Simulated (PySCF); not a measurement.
## Gas-phase XPS of tetramethylbutane, computed

Tetramethylbutane, C8H18.
Numbering: `[CH3:1][C:2]([CH3:3])([CH3:4])[C:5]([CH3:6])([CH3:7])[CH3:8]`

Theory: delta-SCF UKS SCAN, pcX-2 on the ionised atom, pcseg-1 elsewhere, spin-free X2C (PySCF 2.14.0). Each binding energy is the total energy of the core-ionised species, with the hole localised on one atom, minus that of the ground state; both are solved self-consistently, so orbital relaxation is included.

List the computed XPS lines with their assignment.

```json
{"atom(s)": "C2/C5", "bonded to": "4 C", "level": "C 1s", "binding energy (eV)": "290.28", "above the level's lowest (eV)": "+0.18", "count": "2"}
{"atom(s)": "C1 (×6)", "bonded to": "C and 3 H", "level": "C 1s", "binding energy (eV)": "290.10", "above the level's lowest (eV)": "0.00", "count": "6"}
```

The 2 C 1s values lie within 0.18 eV of each other; Gaussian lines of 0.5 eV full width would blend them into one maximum.

Express the binding energy of C 1s of C1 (×6) in atomic units and per mole.

290.10 eV = 10.6610 Eh = 27990 kJ/mol.

Atoms equivalent by their bonding share one computed value, that of the first of them. Geometry: PBE0-D3(BJ)/def2-SVP; no solvent, vibrations or thermal averaging.

Shape of the structure used: `[CH3:1][C:2]([CH3:3])([CH3:4])[C:5]([CH3:6])([CH3:7])[CH3:8]`: C1–C2–C5–C6 168°.
